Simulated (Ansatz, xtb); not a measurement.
**C4H7B: 3 structures ranked**

3 gas-phase structures of C4H7B, from a drawn sample of its isomers (lower ones may exist). Each was relaxed with GFN2-xTB:

A. `BC(=C)C=C`, a singlet
B. `B/C=C/C=C`, a singlet
C. `B/C=C\C=C`, a singlet

Q: Which do you expect lowest at r2SCAN-D4/def2-SVP, and how would the others follow?

A: Calculated order at r2SCAN-D4/def2-SVP: B (0.0), C (1.8), A (6.3) kcal/mol.

Energies above the lowest of each column, in kcal/mol; the last columns are at PBE-D3(BJ)/def2-SVP geometries:

```tsv
structure	GFN2-xTB	HF/STO-3G	r2SCAN-D4/def2-SVP	PBE-D3(BJ)/def2-SVP	CCSD(T)/def2-SVP + ΔMP2/def2-TZVPP
B	0.0	0.0	0.0	0.0	0.0
C	1.6	2.2	1.8	1.8	1.9
A	4.8	4.5	6.3	5.8	3.4
```

Every level run on B puts it lowest or level with the lowest. Flexible structures stand in one conformer each, not always the lowest. ΔMP2 is the change of the MP2 energy from the smaller to the larger basis.

Programs: Ansatz 0.2.0, xtb 6.7.1.
